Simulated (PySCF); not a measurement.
This PySCF input asks for the NMR shieldings of SMILES P[Si@H]1C[Si@H](OC2CC2)C1, C5H13OPSi2; the geometry comes from GFN2-xTB.

```python
import basis_set_exchange as bse
import numpy as np
from pyscf import gto, dft
from pyscf.prop import nmr

atoms = """
P     4.236136    0.724934   -0.793860
Si    2.272754    0.787574    0.286225
C     0.824485    0.924550   -0.963317
Si    0.282273   -0.865194   -0.548596
O    -1.089160   -1.038330    0.298946
C    -2.398111   -0.946990   -0.132878
C    -3.432144   -0.502874    0.850312
C    -3.035105    0.399098   -0.285012
C     1.693705   -0.982903    0.723137
H     4.992672    0.645233    0.360607
H     4.374710    2.099448   -0.853181
H     2.209665    1.755188    1.396116
H     0.102016    1.699902   -0.724625
H     1.133981    1.085081   -1.992336
H     0.327282   -1.765104   -1.702387
H    -2.654684   -1.717022   -0.853027
H    -4.402829   -0.973115    0.828822
H    -3.085527   -0.242327    1.837673
H    -3.728760    0.552019   -1.096988
H    -2.428292    1.258393   -0.048633
H     1.374315   -1.118438    1.750904
H     2.420208   -1.759738    0.505164
"""
names = dict.fromkeys(["P", "Si", "C", "O", "H"], "pcSseg-1")
basis = {el: gto.basis.parse(bse.get_basis(n, elements=[el], fmt="nwchem")) for el, n in names.items()}
mol = gto.M(atom=atoms, basis=basis, charge=0, verbose=0)
mf = dft.RKS(mol, xc="PBE0")
mf.grids.level = 2
mf.grids.alignment = dft.numint.BLKSIZE   # the property module wants whole blocks of grid points
mf.conv_tol = 1e-9
mf.kernel()

calc = nmr.RKS(mf)   # GIAO
C = mf.mo_coeff
Co = C[:, mf.mo_occ > 0]
resp = mf.gen_response(singlet=True, hermi=2)
def vind(x):   # induced exchange potential for any number of trial vectors
    d = np.einsum("pi,xij,qj->xpq", C, 2 * x.reshape(-1, C.shape[1], Co.shape[1]), Co, optimize=True)
    return np.einsum("xpq,pi,qj->xij", resp(d - d.transpose(0, 2, 1)), C, Co, optimize=True).ravel()
mo1, _ = nmr.rhf.solve_mo1(calc, with_cphf=vind)
sigma = calc.kernel(mo1)
for i, s in enumerate(sigma):   # ppm
    w = np.linalg.eigvalsh((s + s.T) / 2)
    print("%2d %-2s iso %8.1f  s11 %8.1f  s22 %8.1f  s33 %8.1f" % (i, mol.atom_pure_symbol(i), w.mean(), *w))
```

**Question.** What does it print?

**Answer.** 
```
 0 P  iso    613.8  s11    546.9  s22    615.9  s33    678.4
 1 Si iso    370.1  s11    347.5  s22    381.0  s33    381.7
 2 C  iso    178.0  s11    160.8  s22    179.3  s33    193.8
 3 Si iso    349.1  s11    312.4  s22    339.0  s33    396.0
 4 O  iso    273.9  s11    240.3  s22    281.1  s33    300.3
 5 C  iso    137.4  s11     92.4  s22    110.7  s33    209.1
 6 C  iso    178.9  s11    146.7  s22    173.8  s33    216.1
 7 C  iso    178.4  s11    146.7  s22    173.4  s33    215.1
 8 C  iso    178.9  s11    157.3  s22    184.2  s33    195.3
 9 H  iso     30.6  s11     25.1  s22     27.4  s33     39.1
10 H  iso     30.5  s11     25.0  s22     27.4  s33     39.1
11 H  iso     26.2  s11     22.5  s22     25.0  s33     31.1
12 H  iso     31.0  s11     26.1  s22     29.6  s33     37.3
13 H  iso     31.3  s11     26.3  s22     30.3  s33     37.1
14 H  iso     26.0  s11     22.2  s22     25.0  s33     30.8
15 H  iso     28.2  s11     21.5  s22     27.5  s33     35.5
16 H  iso     31.2  s11     25.2  s22     26.6  s33     41.6
17 H  iso     31.0  s11     25.3  s22     29.1  s33     38.5
18 H  iso     31.3  s11     25.8  s22     26.8  s33     41.5
19 H  iso     31.0  s11     26.0  s22     28.8  s33     38.4
20 H  iso     30.9  s11     26.4  s22     28.9  s33     37.5
21 H  iso     31.2  s11     26.3  s22     30.0  s33     37.4
```

These numbers come from an equivalent density-fitted implementation of the same equations, which agrees with the script to about 0.01 ppm for H and up to a few tenths of a ppm for heavy atoms, so last digits may differ.

Size and cost of the density-fitted run: 239 basis functions, 93 s wall time on 1 thread of an Arm Neoverse N1, shared host; peak memory 1 GiB.
